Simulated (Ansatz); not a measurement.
CH7BSSi can be A, `CB[SiH2]S`, or B, `CBS[SiH3]`.

Computed with Ansatz on PBE0-D4/def2-TZVP structures; ΔE is electronic, products minus reactants. CCSD(T)/CBS is the MP2 limit (def2-TZVPP, def2-QZVPP) plus CCSD(T) − MP2 in def2-TZVPP, frozen cores. DFT in def2-TZVPP. B3LYP here is the variant with VWN-RPA as its local correlation; programs differ in this. Each species was taken in one conformer, which may not be the lowest.

A:

Z-matrix (Å, degrees):
```
C
B 1 1.547
H 1 1.092 2 114.7
H 1 1.106 2 102.9 3 -113.9
H 1 1.091 2 116.2 3 130.8
Si 2 2.016 1 124.3 3 -153.4
H 2 1.201 1 119.2 3 30.3
S 6 2.149 2 108.6 1 1.6
H 6 1.492 2 110.1 1 122.4
H 6 1.492 2 111.0 1 -119.7
H 8 1.343 6 95.9 2 179.7
```

B:

```xyz
11

C     1.4261   -1.6636   -0.3735
B     0.5545   -0.4316    0.0066
S    -1.0620   -0.1917   -0.7302
Si   -1.6187    1.6387    0.2478
H     2.3925   -1.3208   -0.7621
H     0.9767   -2.3402   -1.1020
H     1.6671   -2.2331    0.5322
H     0.9493    0.3782    0.7986
H    -1.6585    1.4462    1.7178
H    -2.9702    2.0016   -0.2464
H    -0.6569    2.7164   -0.0888
```

(1) Which isomer does CCSD(T)/CBS put lower? Give the gap. (Estimate.)

(2) Give E(B) − E(A) in kcal/mol with HF/def2-TZVPP, r2SCAN-D4, B3LYP-D4, B2PLYP, B3LYP, PBE-D4, BLYP-D4. (An estimate is asked.)

(3) Does the order hold for the free energy at 298.15 K (harmonic terms from PBE0-D4)? (Best estimate.)

Largest T1 diagnostic: 0.013.

Answers

(1) The calculation gave: B, by 26.3 kcal/mol.

(2) Ansatz gave: HF/def2-TZVPP -25.9, r2SCAN-D4 -26.4, B3LYP-D4 -25.8, B2PLYP -26.9, B3LYP -25.8, PBE-D4 -25.3, BLYP-D4 -25.7. None reverses the order clearly.

(3) The calculation gave: Yes: G(B) − G(A) = -24.9 kcal/mol, for one conformer each. Modes under 60 cm⁻¹, often nearly free rotors, make the harmonic entropy too high.

Leaving LDA and LC-ωPBE aside and taking each functional with its dispersion term where it has one, the values spread over 1.6 kcal/mol, from B2PLYP to PBE-D4. LDA lies −0.8 kcal/mol from PBE without D4. At CCSD(T), def2-SVP lies −2.3 kcal/mol from the extrapolated value and def2-TZVPP −0.2 kcal/mol.
